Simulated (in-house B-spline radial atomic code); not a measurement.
The numbers below are computed, except where a source is named.
**I in an electron gas of r_s = 3.6: phase shifts, screening and friction**

A nucleus sits in a uniform electron gas with a rigid positive background. The Kohn-Sham equations are solved self-consistently in the spin-unpolarised LDA (PW92), non-relativistic, on B-splines with outgoing waves at the boundary and partial waves to l = 8. The model has no lattice, no bands and no magnetic solution. Atomic units; δ_l are the phase shifts at the Fermi level, counted so that each bound state adds π, and good to about 0.0005.

The density parameter is r_s = 3.6 bohr.

```csv
l,δ_l (rad)
0,14.5708
1,11.9084
2,6.5743
3,0.0151
4,-0.0017
5,0.0001
6,0.0000
7,0.0002
8,0.0001
```

Bound levels below the band bottom (hartree): s -5.889, p -4.346, d -1.714, s -0.3953, p -0.08378 and deeper ones.

(1) Check the Friedel sum rule, and say where the screening charge sits.

(2) Find the transport cross section and the electronic stopping of a 2 keV I ion (mass 126.9 u).

Results:

(1) k_F = (9π/4)^(1/3)/r_s = 0.53310. The rule is Z = (2/π) Σ (2l + 1) δ_l. The terms are s 9.276, p 22.743, d 20.927, f 0.067 and -0.006 beyond, in all 53.007 against Z = 53. Bound states hold 10 s, 24 p, 20 d electrons, so the scattering states carry -0.99 in all; where a term is smaller than its bound count, the bound level has drawn weight out of the band.

(2) σ_tr = (4π/k_F²) Σ (l + 1) sin²(δ_l − δ_(l+1)). The terms for l = 0 to 3 are 0.2126, 1.3216, 0.2228, 0.0011, all together 1.7581, so σ_tr = 44.217 × 1.7581 = 77.738 bohr². With n = 3/(4π r_s³) = 0.005117, the friction coefficient is Q = n k_F σ_tr = 0.2121. For v well below v_F = 0.533, dE/dx = Q v; with 24801 eV per u at v = 1, v = √(2000/(24801 × 126.9)) = 0.0252, so dE/dx = 0.00535 hartree/bohr = 2.75 eV/nm. The largest term couples the p and d waves.
